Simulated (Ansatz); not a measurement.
Cartesian coordinates in Å:
```
C 1.528 -0.107 -1.106
O 0.882 0.646 -0.106
In -0.853 0.095 0.645
O -1.489 -1.655 -0.021
S -1.946 1.475 2.220
H 1.331 -1.184 -1.039
H 1.230 0.224 -2.109
H 2.608 0.042 -1.010
H -2.322 -1.931 0.368
H -0.968 2.396 2.158
```

The species carries charge 0 and has multiplicity 1. In: def2 effective core potential.

Q: List the B3LYP/def2-TZVPP orbital energies in eV (Ansatz). (Estimate.)

A: Computed: Occupied: -2418.25, -520.29, -520.08, -277.74, -216.23, -160.77, -160.72, -160.59, -127.63, -84.32, -84.10, -84.05, -26.76, -26.50, -21.72, -21.33, -21.32, -21.29, -21.08, -19.56, -17.78, -13.31, -11.99, -11.85, -11.67, -11.43, -9.96, -8.64, -8.58, -7.78, -7.70, -7.33. Lowest empty: -2.09, -0.98, -0.13, 0.25, 0.97, 1.86, 2.16, 2.43.

B3LYP here is the variant with VWN-RPA as its local correlation; programs differ in this.
